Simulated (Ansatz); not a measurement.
C₂H₈CdOSi, SMILES C[CH2][Cd][O][SiH3]. Atoms are numbered in the order given.

```xyz
13

Cd     0.0398    -0.3772     0.2170
C     -0.8960    -1.5600     1.6810
C     -2.0416    -0.8811     2.4227
H     -0.1062    -1.8769     2.3809
H     -1.2427    -2.4734     1.1716
H     -2.8556    -0.5773     1.7462
H     -1.7141     0.0222     2.9606
H     -2.4850    -1.5579     3.1735
O      0.9865     0.6832    -1.1547
Si     0.7987     2.0017    -2.1050
H     -0.3792     1.8791    -3.0321
H      2.0154     2.2155    -2.9516
H      0.5785     3.2579    -1.3079
```
Charge 0, spin multiplicity 1.

Coordinates come from a PBE0-D3(BJ)/def2-SVP optimisation. The def2 effective core potentials stand for the cores of Cd; spin–orbit coupling is left out. One conformer was computed; it need not be the lowest.

Two levels are set side by side: PBE-D3(BJ)/def2-SVP (Ansatz, a first-principles code) and PBE0-D3(BJ)/def2-SVP (Ansatz). Each level has its own optimised geometry; the coordinates shown are those of the second. Differences are taken from unrounded values.

```json
[
 {"quantity": "mean bond length (Å)", "PBE0-D3(BJ)": "1.438", "PBE-D3(BJ)": "1.449", "PBE-D3(BJ) minus PBE0-D3(BJ)": "0.011"},
 {"quantity": "bond Cd1–C2 (Å)", "PBE0-D3(BJ)": "2.102", "PBE-D3(BJ)": "2.113", "PBE-D3(BJ) minus PBE0-D3(BJ)": "0.011"},
 {"quantity": "bond Cd1–O9 (Å)", "PBE0-D3(BJ)": "1.975", "PBE-D3(BJ)": "1.997", "PBE-D3(BJ) minus PBE0-D3(BJ)": "0.021"},
 {"quantity": "bond C2–C3 (Å)", "PBE0-D3(BJ)": "1.524", "PBE-D3(BJ)": "1.531", "PBE-D3(BJ) minus PBE0-D3(BJ)": "0.007"},
 {"quantity": "bond O9–Si10 (Å)", "PBE0-D3(BJ)": "1.636", "PBE-D3(BJ)": "1.658", "PBE-D3(BJ) minus PBE0-D3(BJ)": "0.022"},
 {"quantity": "bond C2–H4 (Å)", "PBE0-D3(BJ)": "1.102", "PBE-D3(BJ)": "1.110", "PBE-D3(BJ) minus PBE0-D3(BJ)": "0.008"},
 {"quantity": "bond C2–H5 (Å)", "PBE0-D3(BJ)": "1.102", "PBE-D3(BJ)": "1.110", "PBE-D3(BJ) minus PBE0-D3(BJ)": "0.008"},
 {"quantity": "bond C3–H6 (Å)", "PBE0-D3(BJ)": "1.101", "PBE-D3(BJ)": "1.109", "PBE-D3(BJ) minus PBE0-D3(BJ)": "0.008"},
 {"quantity": "bond C3–H7 (Å)", "PBE0-D3(BJ)": "1.101", "PBE-D3(BJ)": "1.109", "PBE-D3(BJ) minus PBE0-D3(BJ)": "0.008"},
 {"quantity": "bond C3–H8 (Å)", "PBE0-D3(BJ)": "1.104", "PBE-D3(BJ)": "1.112", "PBE-D3(BJ) minus PBE0-D3(BJ)": "0.008"},
 {"quantity": "bond Si10–H11 (Å)", "PBE0-D3(BJ)": "1.504", "PBE-D3(BJ)": "1.515", "PBE-D3(BJ) minus PBE0-D3(BJ)": "0.011"},
 {"quantity": "bond Si10–H12 (Å)", "PBE0-D3(BJ)": "1.498", "PBE-D3(BJ)": "1.508", "PBE-D3(BJ) minus PBE0-D3(BJ)": "0.010"},
 {"quantity": "bond Si10–H13 (Å)", "PBE0-D3(BJ)": "1.504", "PBE-D3(BJ)": "1.515", "PBE-D3(BJ) minus PBE0-D3(BJ)": "0.011"}
]
```

GGA bonds tend to be longer and softer than those of functionals with exact exchange. Differences between two approximate levels are no errors against the true value.
